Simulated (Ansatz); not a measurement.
`[SH][Sn]([Cl])[Cl]` radical, relaxed with UKS PBE0-D4/def2-TZVP in Ansatz from a PBE-D4/def2-SVP geometry. The force threshold is 0.005 eV/Å; the program also tests the step.

Charge 0, multiplicity 2. Sn takes the def2 core potential.

Start:

```xyz
5

S     0.786   -1.606    0.501
Sn    0.123    0.792    0.485
Cl    1.665    1.953   -0.941
Cl   -2.044    0.830   -0.562
H    -0.531   -1.969    0.517
```

```json
{"step": "1", "energy (eV)": "-41720.8016", "largest force (eV/Å)": "0.598", "largest move (Å)": "0.000"}
{"step": "2", "energy (eV)": "-41720.8660", "largest force (eV/Å)": "0.274", "largest move (Å)": "0.093"}
{"step": "3", "energy (eV)": "-41720.8727", "largest force (eV/Å)": "0.182", "largest move (Å)": "0.092"}
{"step": "4 (rejected)", "energy (eV)": "-41720.8611", "largest force (eV/Å)": "0.538", "largest move (Å)": "0.168"}
{"step": "5", "energy (eV)": "-41720.8782", "largest force (eV/Å)": "0.102", "largest move (Å)": "0.082"}
{"step": "6", "energy (eV)": "-41720.8790", "largest force (eV/Å)": "0.068", "largest move (Å)": "0.024"}
{"step": "7", "energy (eV)": "-41720.8793", "largest force (eV/Å)": "0.058", "largest move (Å)": "0.023"}
{"step": "8", "energy (eV)": "-41720.8796", "largest force (eV/Å)": "0.016", "largest move (Å)": "0.023"}
{"step": "9", "energy (eV)": "-41720.8797", "largest force (eV/Å)": "0.008", "largest move (Å)": "0.005"}
{"step": "10", "energy (eV)": "-41720.8797", "largest force (eV/Å)": "0.004", "largest move (Å)": "0.005"}
```

End:

```xyz
5

S     0.776   -1.575    0.365
Sn    0.080    0.739    0.439
Cl    1.623    1.914   -0.866
Cl   -2.011    0.910   -0.613
H    -0.467   -1.988    0.675
```

Run time 49 s (4 threads of a server CPU on a shared host); peak host memory 0.64 GiB.
